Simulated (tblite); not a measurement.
C3H10O3SSi.
Cartesian coordinates in Å at the GFN2-xTB level; atoms count from 1:
```xyz
18
C3H10O3SSi angstrom
C     -2.6056    2.0477   -0.3857
Si    -1.6733    0.5220    0.2012
O     -1.9203   -0.6917   -0.8301
O     -0.0993    1.0419    0.2319
C      0.9869    0.3070    0.6090
S      1.4433   -0.9298   -0.7267
C      2.9041   -1.5989    0.1791
O      0.4184   -1.9891   -0.6350
H     -2.2909    2.3587   -1.3761
H     -3.6654    1.8272   -0.4278
H     -2.4648    2.8836    0.2896
H     -2.0042    0.1078    1.5711
H     -1.2320   -1.3767   -0.9012
H      1.8495    0.9673    0.7325
H      0.8048   -0.2738    1.5197
H      3.2722   -2.4505   -0.3830
H      2.6033   -1.9178    1.1705
H      3.6644   -0.8286    0.2294
```

Computed values, GFN2-xTB/tblite, gas phase, harmonic and unscaled. Against measured fundamentals such values can be off by several per cent, at times by over 20. Modes of hydrogen on silicon can be 10 to 20 % off. One conformer, not necessarily the lowest.

Harmonic wavenumbers (cm⁻¹): 44.5, 45.7, 75.9, 129.2, 137.4, 149.8, 183.3, 206.3, 233.0, 303.1, 321.7, 354.4, 399.9, 625.8, 636.9, 658.1, 683.5, 705.2, 717.8, 786.9, 824.2, 843.0, 860.0, 887.1, 901.4, 951.3, 958.9, 1080.8, 1143.9, 1207.7, 1239.7, 1287.1, 1377.7, 1425.0, 1434.5, 1450.9, 1482.2, 1490.7, 2206.2, 2900.3, 2938.3, 3051.6, 3057.4, 3064.4, 3069.1, 3074.3, 3078.1, 3257.8.

A = 3311, B = 815.5, C = 707.1 MHz; mass 154.012 u (most abundant isotopes); point group C1, symmetry number 1.

Problem. Zero-point energy?

Solution. ½Σν̃ = 28971 cm⁻¹ = 82.83 kcal/mol.

Problem. Give the ideal-gas entropy at 298.15 K and 1 bar in the rigid-rotor, harmonic-oscillator model (classical rotation).

Solution. Translation 41.03, rotation 29.51, vibration 37.19: S = 107.7 cal/(mol K).

Problem. And Cp and H(298.15 K) − H(0)?

Solution. Cp = 42.69 cal/(mol K), of which vibrations give 34.74 (their classical limit is 48 R = 95.4); H(298.15 K) − H(0) = 7.99 kcal/mol without the zero-point energy, 5.62 from vibrations.

Problem. Which modes carry the vibrational entropy at 298.15 K?

Solution. 44.5 cm⁻¹: 5.05; 45.7 cm⁻¹: 5.00; 75.9 cm⁻¹: 3.99; 129.2 cm⁻¹: 2.96; 137.4 cm⁻¹: 2.84; 149.8 cm⁻¹: 2.67 cal/(mol K); the other 42 give 14.68 together.

Problem. How do the functions run with temperature in this model?

Solution. 
```tsv
T (K)	S (cal/(mol K))	Cp (cal/(mol K))	H − H(0) (kcal/mol)	G − H(0) (kcal/mol)	ln q(vib)
50	61.0	15.2	0.55	-2.50	0.82
100	73.9	22.4	1.50	-5.89	2.52
373.15	118.1	49.6	11.45	-32.61	11.58
500	134.0	59.1	18.37	-48.61	15.36
750	160.5	71.8	34.85	-85.53	22.20
1000	182.4	80.1	53.89	-128.48	28.31
```

q(vib) and H(0) count from the zero-point level.

Problem. What must be added to the electronic energy to get the Gibbs energy at 298.15 K and 1 bar?

Solution. ZPE + [H(298.15 K) − H(0)] − T·S = 82.83 + 7.99 − 32.12 = 58.70 kcal/mol.

Problem. Blend soft modes into free rotors: weight 1/[1 + (100 cm⁻¹/ν̃)⁴] for the oscillator and the rest for a rotor with moment μB/(μ + B), μ = h/(8π²ν), B = 10⁻⁴⁴ kg m². What vibrational entropy results?

Solution. 33.72 cal/(mol K) in place of 37.19, which changes −T·S at 298.15 K by +1.03 kcal/mol.

Hindered rotation and anharmonicity are outside this model. Other conformers, if any are populated, would add a mixing term that is left out. The structure is chiral; the term R ln 2 for an equal mix with its mirror image is left out.
